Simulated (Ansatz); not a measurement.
Geometry optimisation, Ansatz 0.2.0, RKS PBE0/def2-SVP.

The input (input.yaml):

```yaml
crystal:
  periodic: [false, false, false]
  atoms:
    - { symbol: "N", position_ang: [-0.75142, 0.8971, 0.2245] }
    - { symbol: C, position_ang: [0.23388, -0.24745, 0.48843] }
    - { symbol: C, position_ang: [0.30643, -1.21151, -0.57611] }
    - { symbol: Si, position_ang: [0.27189, -1.78767, -2.15701] }
    - { symbol: H, position_ang: [-0.77935, 1.02034, -0.78792] }
    - { symbol: H, position_ang: [-0.39806, 1.76948, 0.62438] }
    - { symbol: H, position_ang: [1.23554, 0.23171, 0.71991] }
    - { symbol: H, position_ang: [-0.11891, -0.67201, 1.46381] }
total_charge: -1
basis:
  gaussian: { orbitals: def2-SVP }
hamiltonian:
  xc: pbe0
relax:
  f_tol: 0.015
  max_steps: 40
```

Run as:

```bash
$ ansatz run input.yaml --threads 1 --pin off --max-ram 2048MiB --backend cpu --events-out ev --progress --plain --runs-dir out
```

Task: Where does it end, and by what steps?

Result: The run converged. Limits of this set-up: an anion without diffuse functions, the dipole of an ion depends on the origin. After 17 steps the energy has fallen by 0.373 eV; H6 moved furthest, 1.02 Å.

```tsv
step	energy less start (eV)	largest force component (eV/Å)	accepted
0	0.0000	2.021	yes
1	-0.1101	1.194	yes
2	-0.1798	0.386	yes
3	-0.1832	0.331	yes
4	-0.1918	0.223	yes
5	-0.1976	0.075	yes
6	-0.1987	0.032	yes
7	-0.2000	0.075	yes
8	-0.1844	0.912	no
9	-0.2046	0.142	yes
10	-0.2093	0.329	yes
11	-0.2167	0.751	yes
12	-0.2807	0.338	yes
13	-0.3286	0.593	yes
14	-0.3496	0.458	yes
15	-0.3713	0.130	yes
16	-0.3728	0.025	yes
17	-0.3728	0.011	yes
```

```xyz
8
Properties=species:S:1:pos:R:3
N -0.531 1.099 0.418
C 0.192 -0.193 0.537
C 0.390 -0.931 -0.718
Si 0.568 -1.692 -2.172
H -1.392 0.863 -0.083
H -0.017 1.612 -0.305
H 1.158 0.037 1.038
H -0.368 -0.794 1.286
```

The run took 65 s on 1 thread of Intel(R) Xeon(R) Platinum 8259CL CPU @ 2.50GHz (Skylake/Cascade Lake) (shared host), peak memory 0.17 GiB.
